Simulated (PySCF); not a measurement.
C₈H₁₁N₃.
Cartesian coordinates in Å at the GFN2-xTB level; atoms count from 1:
```xyz
22
C8H11N3 angstrom
C      3.2086   -1.7929    0.2166
C      2.9856   -0.5082   -0.0167
N      1.7214    0.0476   -0.0592
N      1.5385    1.3409   -0.2642
C      0.2291    1.5151   -0.2512
C     -0.4165    2.8362   -0.4452
C     -0.3696    0.2474   -0.0284
C     -1.7912   -0.0836    0.0568
C     -2.2444   -1.1607    1.0088
C     -2.2645   -1.4181   -0.4592
N      0.6044   -0.6430    0.0871
H      2.3922   -2.4709    0.3905
H      4.2068   -2.1880    0.2367
H      3.7595    0.2230   -0.1955
H     -1.0440    3.0806    0.4108
H     -1.0420    2.8247   -1.3376
H      0.3488    3.5990   -0.5563
H     -2.4437    0.7694   -0.0821
H     -3.1812   -1.0164    1.5258
H     -1.4813   -1.6489    1.5943
H     -1.5121   -2.0771   -0.8628
H     -3.2148   -1.4566   -0.9698
```

NICS is the negative of the GIAO shielding at a point without a nucleus: at the ring centre (0) and 1 Å above and below it (1); zz is the component along the ring normal. Level: GIAO PBE0/pcSseg-1 (PySCF, non-relativistic, gas phase) on the GFN2-xTB geometry, one conformer.

Ring bond lengths (Å), with Mayer bond orders in brackets: N3–N4 1.322 (1.19), N4–C5 1.321 (1.50), C5–C7 1.420 (1.25), C7–N11 1.325 (1.48), N11–N3 1.321 (1.20); C8–C9 1.507 (0.94), C9–C10 1.491 (0.98), C10–C8 1.507 (0.94).

Problem. What do the NICS probes read (ppm)?

Solution. 
```json
{"ring": "N3–N4–C5–C7–N11", "type": "5-membered ring with 3 N; formal bonds all aromatic", "NICS(0)": "-10.4", "NICS(1), two faces": "-11.9 / -11.9", "NICS(1)zz, two faces": "-27.1 / -26.9", "rms pucker (Å)": "0.00", "centre to ring atoms, mean (Å)": "1.14"}
{"ring": "C8–C9–C10", "type": "3-membered carbocycle; formal bonds all single", "NICS(0)": "-43.0", "NICS(1), two faces": "-6.6 / -7.8", "NICS(1)zz, two faces": "-22.8 / -23.4", "rms pucker (Å)": "0.00", "centre to ring atoms, mean (Å)": "0.87"}
```

Problem. What do they say, and how far can they be read as aromaticity?

Solution. 
- N3–N4–C5–C7–N11: mean NICS(1)zz -27.0 ppm, shielded. For a flat ring without four-coordinate atoms the NICS criterion counts such a value as aromatic.
- C8–C9–C10: mean NICS(1)zz -23.1 ppm, shielded. C8, C9, C10 have four or more neighbours, so the value isn't read as a sign of a π ring current. NICS(0) lies 36 ppm below the mean NICS(1).

Problem. And the bond-length index? HOMA takes Krygowski's 1993 parameters.

Solution. 
- N3–N4–C5–C7–N11: HOMA 0.94; the largest term is that of C5–C7, α(R − Ropt)² = 0.26. The geometric and the magnetic index point the same way.

Problem. At the second NICS(1) probe listed for ring C8–C9–C10, 1 Å off the ring, what do the in-plane components average?

Solution. The isotropic value is a third of the trace: (3 × -7.8 − (-23.4))/2 = 0.0 ppm.

Problem. What are the shieldings of the ring atoms and their hydrogens in the same run (means over atoms taken as equivalent)?

Solution. 
```csv
atoms,environment,σ isotropic (ppm),"principal values of the symmetric part, first atom (ppm)"
N3,pyrrole-type nitrogen,-10.8,"-100.3, -15.1, 83.0"
N4,pyridine-type nitrogen,-95.7,"-309.0, -109.6, 131.5"
C5,substituted aromatic carbon,39.3,"-36.1, 33.3, 120.8"
C7,substituted aromatic carbon,30.1,"-33.1, 4.8, 118.4"
C8,benzylic-type carbon,178.1,"147.3, 166.6, 220.2"
C9 (×2),three-membered-ring carbon,172.6,"138.4, 173.4, 205.8"
N11,pyridine-type nitrogen,-68.3,"-287.8, -100.6, 183.5"
H18,methine hydrogen,30.02,"21.7, 29.4, 39.0"
H19 (×2),methylene hydrogen,30.64,"24.7, 26.5, 40.8"
H20 (×2),methylene hydrogen,30.63,"24.4, 28.9, 38.7"
```
